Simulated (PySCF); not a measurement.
C₈H₇FO.
Atom-mapped SMILES: `[CH3:1][C:2](=[O:3])[c:4]1[cH:5][cH:6][cH:7][cH:8][c:9]1[F:10]`

Probes without a nucleus sit at each ring's centroid and 1 Å off its mean plane on both sides; NICS is minus the shielding there, NICSzz its component along the normal. Level: GIAO PBE0/pcSseg-1 (PySCF, non-relativistic, gas phase) on the GFN2-xTB geometry, one conformer.

Ring bond lengths (Å), with Mayer bond orders in brackets: C4–C5 1.398 (1.40), C5–C6 1.379 (1.46), C6–C7 1.386 (1.41), C7–C8 1.383 (1.43), C8–C9 1.384 (1.46), C9–C4 1.395 (1.30).

Problem. What do the NICS probes read (ppm)?

Solution. 
```json
{"ring": "C4–C5–C6–C7–C8–C9", "type": "6-membered carbocycle; formal bonds all aromatic", "NICS(0)": "-10.0", "NICS(1), two faces": "-11.3 / -11.3", "NICS(1)zz, two faces": "-26.8 / -26.8", "rms pucker (Å)": "0.00", "centre to ring atoms, mean (Å)": "1.39"}
```

Problem. What can be read from them?

Solution. 
- C4–C5–C6–C7–C8–C9: mean NICS(1)zz -26.8 ppm, shielded, aromatic by this magnetic criterion (flat ring, no four-coordinate atom).

Problem. What does the geometric index give? HOMA = 1 − mean of α(R − Ropt)² over the ring bonds, with Krygowski's 1993 parameters (CC: Ropt 1.388 Å, α 257.7 Å⁻²).

Solution. 
- C4–C5–C6–C7–C8–C9: HOMA 0.99 = 1 − EN − GEO, with mean bond length 1.388 Å, EN = α(Ropt − mean)² = 0.000 and GEO = α × variance = 0.011. The geometric and the magnetic index point the same way.

Problem. Give the inner angles of the rings and the Hirshfeld charges of the ring atoms.

Solution. 
- C4–C5–C6–C7–C8–C9: C4 116.8° (-0.036 e), C5 121.9° (-0.032 e), C6 119.8° (-0.049 e), C7 119.8° (-0.030 e), C8 119.7° (-0.067 e), C9 122.0° (+0.097 e); sum 720.0° against 720° for a flat convex ring.

Problem. How shielded are the nuclei of the rings and their hydrogens (means over atoms taken as equivalent)?

Solution. 
| atoms | environment | σ isotropic (ppm) |
| --- | --- | --- |
| C4 | substituted aromatic carbon | 59.2 |
| C5 | aromatic CH carbon | 47.9 |
| C6 | aromatic CH carbon | 57.3 |
| C7 | aromatic CH carbon | 45.8 |
| C8 | aromatic CH carbon | 64.2 |
| C9 | aromatic C–F carbon | 13.5 |
| H on C5 | aromatic hydrogen | 23.04 |
| H on C6 | aromatic hydrogen | 24.16 |
| H on C7 | aromatic hydrogen | 23.91 |
| H on C8 | aromatic hydrogen | 24.26 |

Shape of the structure used: `[CH3:1][C:2](=[O:3])[c:4]1[cH:5][cH:6][cH:7][cH:8][c:9]1[F:10]`: C1–C2–C4–C5 180°.
